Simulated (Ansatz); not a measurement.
A run for Ansatz (an electronic-structure program): R-RI-MP2/aug-cc-pVQZ on GeH4 (SMILES [GeH4]). Files ending in .json are basis or fitting sets from the Basis Set Exchange. The run froze 14 orbitals, filled d shells among them.

Ansatz 0.2 input:
```yaml
crystal:
  periodic: [false, false, false]
  atoms:
    - {symbol: Ge, position_ang: [-0.15182131, -0.51402076, -0.00192693]}
    - {symbol: H, position_ang: [-1.49489666, 0.14345315, 0.32297864]}
    - {symbol: H, position_ang: [0.05049723, -0.53408449, -1.53086324]}
    - {symbol: H, position_ang: [-0.07597583, -1.94448337, 0.53690278]}
    - {symbol: H, position_ang: [0.99626272, 0.32648531, 0.59237580]}
basis:
  gaussian:
    orbitals: aug-cc-pVQZ
    fitting: {mean_field: def2-universal-JKFIT, correlation: aug-cc-pVQZ-RIFIT.json}
magnetization: {spin_polarized: false}
correlation: {method: mp2, electrons: outside_noble_gas}
scf: {lower_state_search: off}
```

The log:

```
Functional definition: HF
[...]
these checks for a lower state are left out or cut short: stability, starts, cluster_reference, orbital_swaps, neighbouring_geometries, increment
integrals: 0.27 GiB planned
338 factors; integrals over basis functions are off by at most 6.0e0 eV
mean field: 0.44 GiB planned
mean field evaluation 1: about -56537.1418 eV, gradient 9.9e0 eV
mean field evaluation 2: about -56537.6395 eV, gradient 3.2e0 eV
mean field evaluation 4: about -56537.6921 eV, gradient 1.9e-1 eV
mean field evaluation 8: about -56537.6940 eV, gradient 1.2e-6 eV
mean field -56537.69399707 eV, -2077.7219317671 hartree, gradient 1.2e-6 eV, S^2 0.000000; 0 other end points of the search recorded, 0 dependent functions left out
14 core orbitals not correlated
582 factors; their error is unknown
reference -56537.69399707 eV, -2077.7219317671 hartree; 4, 4 occupied and 259, 259 virtual orbitals, 582 factors
second order -4.04727176 eV of doubles, -0.00000000 eV of singles
Total energy: -56541.74126884 eV, -2077.8706662610 hartree
Checks for a lower state left out: stability, starts, cluster_reference, orbital_swaps, neighbouring_geometries, increment
```

The calculation finished and met its thresholds.

Cost: roughly 3 core-seconds.
